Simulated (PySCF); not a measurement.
Ligand exchange on a metal centre used in film growth or etching (Ti OH-NH2). Gas-phase values, no solvent. One relaxed conformer stands for each flexible species; it need not be the lowest.

All values below come from TPSSh-D3(BJ)/def2-TZVP // TPSS-D3(BJ)/def2-SVP (PySCF). 

| species | LUMO (eV) | charge on the central atom (Mulliken) (e) | charge on the central atom (meta-Löwdin) (e) | mean distance from the central atom to its bonded neighbours (Å) | coordination number |
|---|---|---|---|---|---|
| 0 of 4 OH replaced by NH2 | ___ | ___ | 1.45 | ___ | 4 |
| 1 of 4 OH replaced by NH2 | -1.68 | 1.50 | 1.39 | 1.831 | 4 |
| 3 of 4 OH replaced by NH2 | -1.35 | ___ | 1.27 | ___ | 4 |
| 4 of 4 OH replaced by NH2 ([Ti(NH2)4]) | -1.25 | 1.58 | 1.22 | 1.901 | 4 |

Problem. Some entries are withheld; supply them.

Solution. 
- 0 of 4 OH replaced by NH2, LUMO (eV): -1.79
- 0 of 4 OH replaced by NH2, charge on the central atom (Mulliken) (e): 1.51
- 0 of 4 OH replaced by NH2, mean distance from the central atom to its bonded neighbours (Å): 1.808
- 3 of 4 OH replaced by NH2, charge on the central atom (Mulliken) (e): 1.54
- 3 of 4 OH replaced by NH2, mean distance from the central atom to its bonded neighbours (Å): 1.877
